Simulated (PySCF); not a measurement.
Zn(SH)(OSiH3) (H₄OSSiZn), SMILES [SiH3][O][Zn][SH].

Geometry optimised at PBE-D3(BJ)/def2-SVP. The values are those of a single conformer.

These are PBE/def2-TZVP in PySCF values and carry that method's errors.

Isolated molecule, no solvent.

Problem. Estimate the frontier levels, gap, dipole moment and polarisability. (Estimate from the structure and the level; the computed values follow.)

Solution. 
- highest occupied level: -6.46 eV
- lowest empty level: -2.25 eV
- orbital gap: 4.21 eV
- dipole moment: 1.12 D
- quadrupole, principal values (traceless, Buckingham form, about the centre of nuclear charge): -7.70, 0.12, 7.59 D·Å
- mean static polarisability: 76.1 bohr³ (11.27 Å³)
- polarisability, principal values: 60.9, 61.2, 106.1 bohr³
